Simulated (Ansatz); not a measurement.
A first, cheap relaxation of ClF₃HNbO, SMILES `[OH][Nb]([F])([F])([F])[Cl]`.

```yaml
crystal:
  periodic: [false, false, false]
  atoms:
    - {symbol: O, position_ang: [-0.113200, -1.399700, -1.177100]}
    - {symbol: Nb, position_ang: [0.349200, 0.013900, 0.773600]}
    - {symbol: F, position_ang: [1.760000, -0.896200, 1.872700]}
    - {symbol: F, position_ang: [-1.664500, 0.256300, 0.124300]}
    - {symbol: F, position_ang: [0.163500, 1.464100, -0.806300]}
    - {symbol: Cl, position_ang: [-1.217000, 2.238500, 0.392400]}
    - {symbol: H, position_ang: [0.783300, -1.744900, -1.225200]}
basis:
  gaussian: {orbitals: def2-SVP}
hamiltonian: {xc: pbe, dispersion: d4}
relax: {f_tol: 0.03, max_steps: 200}
```

```sh
$ ansatz run in.yaml --threads 4 --pin off --events-out ev --progress --plain --max-ram 10444MiB
```

Output, abridged:

```
Functional definition: PBE
mean field -24258.70023154 eV, -891.4907903716 hartree, gradient 5.0e-6 eV, S^2 0.000000; 6 other end points of the search recorded, 0 dependent functions left out
relax step   1: F+E_penalty+E_count = -24258.86045973 eV  Δ(F+E_penalty+E_count) = +0.000e0 eV  max|allowed force component| = 6.223e0 eV/Å  Δτ_max = 0.0000 Å  (530 SCF iters, accepted)
mean field -24262.46165686 eV, -891.6290202024 hartree, gradient 9.1e-6 eV, S^2 0.000000; 0 other end points of the search recorded, 0 dependent functions left out
relax step   2: F+E_penalty+E_count = -24262.61455264 eV  Δ(F+E_penalty+E_count) = -3.754e0 eV  max|allowed force component| = 5.344e0 eV/Å  Δτ_max = 0.1989 Å  (53 SCF iters, accepted)
mean field -24264.94897718 eV, -891.7204275382 hartree, gradient 1.7e-5 eV, S^2 0.000000; 0 other end points of the search recorded, 0 dependent functions left out
relax step   3: F+E_penalty+E_count = -24265.10443857 eV  Δ(F+E_penalty+E_count) = -2.490e0 eV  max|allowed force component| = 2.668e0 eV/Å  Δτ_max = 0.1950 Å  (51 SCF iters, accepted)
mean field -24266.67214679 eV, -891.7837528534 hartree, gradient 1.3e-5 eV, S^2 0.000000; 0 other end points of the search recorded, 0 dependent functions left out
relax step   4: F+E_penalty+E_count = -24266.82870727 eV  Δ(F+E_penalty+E_count) = -1.724e0 eV  max|allowed force component| = 2.700e0 eV/Å  Δτ_max = 0.1950 Å  (54 SCF iters, accepted)
mean field -24268.19434117 eV, -891.8396924651 hartree, gradient 5.8e-6 eV, S^2 0.000000; 0 other end points of the search recorded, 0 dependent functions left out
relax step   5: F+E_penalty+E_count = -24268.34937325 eV  Δ(F+E_penalty+E_count) = -1.521e0 eV  max|allowed force component| = 1.576e0 eV/Å  Δτ_max = 0.1965 Å  (39 SCF iters, accepted)
mean field -24268.96757306 eV, -891.8681082130 hartree, gradient 1.9e-5 eV, S^2 0.000000; 0 other end points of the search recorded, 0 dependent functions left out
relax step   6: F+E_penalty+E_count = -24269.12534684 eV  Δ(F+E_penalty+E_count) = -7.760e-1 eV  max|allowed force component| = 1.160e0 eV/Å  Δτ_max = 0.1920 Å  (39 SCF iters, accepted)
mean field -24269.27323177 eV, -891.8793409632 hartree, gradient 7.5e-6 eV, S^2 0.000000; 0 other end points of the search recorded, 0 dependent functions left out
relax step   7: F+E_penalty+E_count = -24269.43170170 eV  Δ(F+E_penalty+E_count) = -3.064e-1 eV  max|allowed force component| = 4.666e-1 eV/Å  Δτ_max = 0.1967 Å  (38 SCF iters, accepted)
mean field -24269.38781426 eV, -891.8835517922 hartree, gradient 1.0e-5 eV, S^2 0.000000; 0 other end points of the search recorded, 0 dependent functions left out
relax step   8: F+E_penalty+E_count = -24269.54652392 eV  Δ(F+E_penalty+E_count) = -1.148e-1 eV  max|allowed force component| = 6.387e-1 eV/Å  Δτ_max = 0.1949 Å  (36 SCF iters, accepted)
mean field -24269.45571901 eV, -891.8860472456 hartree, gradient 1.6e-5 eV, S^2 0.000000; 0 other end points of the search recorded, 0 dependent functions left out
relax step   9: F+E_penalty+E_count = -24269.61451563 eV  Δ(F+E_penalty+E_count) = -6.799e-2 eV  max|allowed force component| = 2.463e-1 eV/Å  Δτ_max = 0.2000 Å  (35 SCF iters, accepted)
mean field -24269.47620097 eV, -891.8867999439 hartree, gradient 1.1e-5 eV, S^2 0.000000; 0 other end points of the search recorded, 0 dependent functions left out
relax step  10: F+E_penalty+E_count = -24269.63528322 eV  Δ(F+E_penalty+E_count) = -2.077e-2 eV  max|allowed force component| = 1.338e-1 eV/Å  Δτ_max = 0.1253 Å  (35 SCF iters, accepted)
mean field -24269.47162972 eV, -891.8866319536 hartree, gradient 1.1e-5 eV, S^2 0.000000; 0 other end points of the search recorded, 0 dependent functions left out
relax step  11: F+E_penalty+E_count = -24269.63052842 eV  Δ(F+E_penalty+E_count) = +4.755e-3 eV  max|allowed force component| = 4.830e-1 eV/Å  Δτ_max = 0.1411 Å  (37 SCF iters, rejected (line search))
mean field -24269.48312397 eV, -891.8870543595 hartree, gradient 6.5e-6 eV, S^2 0.000000; 0 other end points of the search recorded, 0 dependent functions left out
relax step  12: F+E_penalty+E_count = -24269.64249512 eV  Δ(F+E_penalty+E_count) = -7.212e-3 eV  max|allowed force component| = 1.050e-1 eV/Å  Δτ_max = 0.0705 Å  (32 SCF iters, accepted)
mean field -24269.48454624 eV, -891.8871066270 hartree, gradient 1.7e-5 eV, S^2 0.000000; 0 other end points of the search recorded, 0 dependent functions left out
relax step  13: F+E_penalty+E_count = -24269.64384450 eV  Δ(F+E_penalty+E_count) = -1.349e-3 eV  max|allowed force component| = 4.268e-1 eV/Å  Δτ_max = 0.0984 Å  (31 SCF iters, accepted)
mean field -24269.49149245 eV, -891.8873618952 hartree, gradient 1.1e-5 eV, S^2 0.000000; 0 other end points of the search recorded, 0 dependent functions left out
relax step  14: F+E_penalty+E_count = -24269.65082970 eV  Δ(F+E_penalty+E_count) = -6.985e-3 eV  max|allowed force component| = 1.712e-1 eV/Å  Δτ_max = 0.1500 Å  (31 SCF iters, accepted)
mean field -24269.49329360 eV, -891.8874280865 hartree, gradient 2.7e-5 eV, S^2 0.000000; 0 other end points of the search recorded, 0 dependent functions left out
relax step  15: F+E_penalty+E_count = -24269.65279086 eV  Δ(F+E_penalty+E_count) = -1.961e-3 eV  max|allowed force component| = 2.981e-2 eV/Å  Δτ_max = 0.0572 Å  (31 SCF iters, accepted)
mean field -24269.49348532 eV, -891.8874351319 hartree, gradient 2.5e-5 eV, S^2 0.000000; 0 other end points of the search recorded, 0 dependent functions left out
relax step  16: F+E_penalty+E_count = -24269.65298504 eV  Δ(F+E_penalty+E_count) = -1.942e-4 eV  max|allowed force component| = 1.028e-1 eV/Å  Δτ_max = 0.0481 Å  (30 SCF iters, accepted)
mean field -24269.49356748 eV, -891.8874381514 hartree, gradient 8.4e-6 eV, S^2 0.000000; 0 other end points of the search recorded, 0 dependent functions left out
relax step  17: F+E_penalty+E_count = -24269.65301010 eV  Δ(F+E_penalty+E_count) = -2.506e-5 eV  max|allowed force component| = 1.206e-1 eV/Å  Δτ_max = 0.0215 Å  (31 SCF iters, accepted)
mean field -24269.49401643 eV, -891.8874546498 hartree, gradient 1.0e-5 eV, S^2 0.000000; 0 other end points of the search recorded, 0 dependent functions left out
relax step  18: F+E_penalty+E_count = -24269.65352404 eV  Δ(F+E_penalty+E_count) = -5.139e-4 eV  max|allowed force component| = 9.963e-3 eV/Å  Δτ_max = 0.0156 Å  (32 SCF iters, accepted)
mean field -24269.49401643 eV, -891.8874546498 hartree, gradient 1.1e-5 eV, S^2 0.000000; 1 other end points of the search recorded, 0 dependent functions left out
Total energy: -24269.65359811 eV, -891.8933191686 hartree
Atom 0 at     0.451967    -1.290136    -0.757634 Å, force     0.003157    -0.008202    -0.004804 eV/Å
Atom 1 at    -0.086256     0.253282     0.154367 Å, force    -0.003090     0.009963     0.007334 eV/Å
Atom 2 at     1.002712    -0.176452     1.600891 Å, force     0.000958    -0.000335     0.000619 eV/Å
Atom 3 at    -1.860485    -0.307212     0.134508 Å, force    -0.002697    -0.001876    -0.000734 eV/Å
Atom 4 at     0.567590     1.326193    -1.219084 Å, force     0.001297     0.003633    -0.002519 eV/Å
Atom 5 at    -0.756223     2.201915     1.289313 Å, force     0.000940    -0.001658    -0.000541 eV/Å
Atom 6 at     0.741995    -2.075591    -1.247962 Å, force    -0.000566    -0.001526     0.000645 eV/Å
Dipole moment:     0.227247    -0.641613    -0.384710 e Å
```

Hardware: 4 threads of an AMD EPYC 7B13 on a shared host. Wall time 27 s, peak host memory 0.19 GiB.
